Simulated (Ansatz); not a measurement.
Compare A (`[SiH3][SiH]1C[SiH2]O1`) with its isomer B (`OC[SiH]1[SiH2][SiH2]1`).

Isolated molecules relaxed with PBE0-D4/def2-TZVP in Ansatz; ΔE leaves out vibrations. CBS: MP2 limit from def2 TZ/QZ plus the TZ coupled-cluster correction, frozen cores. DFT in def2-TZVPP. B3LYP here is the variant with VWN-RPA as its local correlation; programs differ in this. Each species was taken in one conformer, which may not be the lowest.

Question: Which isomer does CCSD(T)/CBS put lower? Give the gap. (An estimate is asked.)

Answer: Computed: A, by 83.6 kcal/mol.

Question: Give E(B) − E(A) in kcal/mol with PBE-D4, HF/def2-TZVPP, B3LYP, CCSD(T)/def2-SVP, CCSD(T)/def2-TZVPP, MP2/def2-TZVPP, PBE0-D4. (Best estimate.)

Answer: Ansatz gave: PBE-D4 72.0, HF/def2-TZVPP 91.7, B3LYP 81.3, CCSD(T)/def2-SVP 74.3, CCSD(T)/def2-TZVPP 83.2, MP2/def2-TZVPP 87.7, PBE0-D4 76.1. None reverses the order clearly.

Question: Does the order hold for the free energy at 298.15 K (harmonic terms from PBE0-D4)? (Estimate.)

Answer: The calculation gave: Yes: G(B) − G(A) = +83.5 kcal/mol, for one conformer each. Modes under 60 cm⁻¹, often nearly free rotors, make the harmonic entropy too high.

Largest T1 diagnostic: 0.013.

From BLYP to BHLYP (50 % exact exchange), in def2-TZVPP and without D4, E(B) − E(A) moves by +8.5 kcal/mol. At CCSD(T), def2-SVP lies −9.3 kcal/mol from the extrapolated value and def2-TZVPP −0.5 kcal/mol.
